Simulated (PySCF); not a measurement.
**Circular dichroism: `C=C1[C@@H](C#C)[C@@H]1F`, C6H5F**

Molfile (atoms numbered from 1):
```
C6H5F
     RDKit          3D

 12 12  0  0  0  0  0  0  0  0999 V2000
    2.5430    0.2523   -1.0270 C   0  0  0  0  0  0  0  0  0  0  0  0
    1.6196   -0.0272   -0.3174 C   0  0  0  0  0  0  0  0  0  0  0  0
    0.5066   -0.3343    0.5251 C   0  0  2  0  0  0  0  0  0  0  0  0
   -0.8806   -0.1979    0.0272 C   0  0  0  0  0  0  0  0  0  0  0  0
   -1.8474   -0.6716   -0.7139 C   0  0  0  0  0  0  0  0  0  0  0  0
   -0.4040    0.7967    0.9877 C   0  0  1  0  0  0  0  0  0  0  0  0
   -0.8645    0.7628    2.2743 F   0  0  0  0  0  0  0  0  0  0  0  0
    3.3604    0.4802   -1.6427 H   0  0  0  0  0  0  0  0  0  0  0  0
    0.6921   -1.1294    1.2410 H   0  0  0  0  0  0  0  0  0  0  0  0
   -2.8194   -0.2056   -0.7393 H   0  0  0  0  0  0  0  0  0  0  0  0
   -1.7077   -1.5457   -1.3296 H   0  0  0  0  0  0  0  0  0  0  0  0
   -0.1971    1.8188    0.6887 H   0  0  0  0  0  0  0  0  0  0  0  0
  1  2  3  0
  2  3  1  0
  3  4  1  0
  4  5  2  0
  4  6  1  0
  6  7  1  0
  6  3  1  0
  1  8  1  0
  3  9  1  1
  5 10  1  0
  5 11  1  0
  6 12  1  6
M  END
```

Theory: PySCF, TDDFT PBE0/def2-SVPD circular dichroism and optical rotation, one conformer, gas phase. Geometry: GFN2-xTB.

States above about 7.7 eV lie in this functional's continuum (it starts at minus the energy of the highest occupied orbital, well below the true ionisation energy for most functionals) and depend on the basis.

Assign R or S to each stereocentre.

C3 R, C6 S.

List the lowest 12 singlet excitations with oscillator and rotatory strengths.

Rotatory strengths R in 10⁻⁴⁰ esu² cm², velocity form and length form (origin at the centre of mass); f in length form.
| state | E (eV) | λ (nm) | f | R (velocity) | R (length) | main |
| --- | --- | --- | --- | --- | --- | --- |
| 1 | 5.48 | 226 | 0.0006 | -4.5 | -4.9 | HOMO→LUMO 0.96 |
| 2 | 5.72 | 217 | 0.005 | +13.7 | +12.7 | HOMO−1→LUMO 0.91 |
| 3 | 6.55 | 189 | 0.001 | -6.1 | -6.1 | HOMO→LUMO+3 0.34, HOMO→LUMO+1 0.34 |
| 4 | 6.75 | 184 | 0.010 | +25.2 | +24.7 | HOMO−3→LUMO 0.37, HOMO→LUMO+2 0.26 |
| 5 | 6.86 | 181 | 0.007 | -8.3 | -8.6 | HOMO−1→LUMO+1 0.35, HOMO−1→LUMO+2 0.31 |
| 6 | 6.96 | 178 | 0.022 | -18.9 | -19.5 | HOMO−3→LUMO 0.46, HOMO−1→LUMO+3 0.12 |
| 7 | 7.13 | 174 | 0.369 | +28.6 | +29.1 | HOMO−2→LUMO 0.90 |
| 8 | 7.42 | 167 | 0.026 | -15.4 | -14.5 | HOMO→LUMO+3 0.39, HOMO→LUMO+2 0.31 |
| 9 | 7.67 | 162 | 0.037 | -21.5 | -19.5 | HOMO−1→LUMO+2 0.37, HOMO−1→LUMO+1 0.28 |
| 10 | 7.82 | 159 | 0.026 | +6.4 | +7.2 | HOMO−4→LUMO 0.90 |
| 11 | 7.88 | 157 | 0.009 | +4.0 | +3.7 | HOMO−2→LUMO+1 0.79, HOMO−2→LUMO+2 0.15 |
| 12 | 7.95 | 156 | 0.018 | -15.0 | -11.7 | HOMO−2→LUMO+2 0.79, HOMO−2→LUMO+1 0.16 |

Among the states computed, the strongest CD band (largest |R|) is state 7. The largest dissymmetry factor in size, g = 4R/(D+G), with D and G the electric and magnetic dipole strengths, is -0.069 for state 1 (velocity form, f = 0.0005), among bands with |R| over 0.5. The mirror image has the same energies and oscillator strengths and all R with the opposite sign.
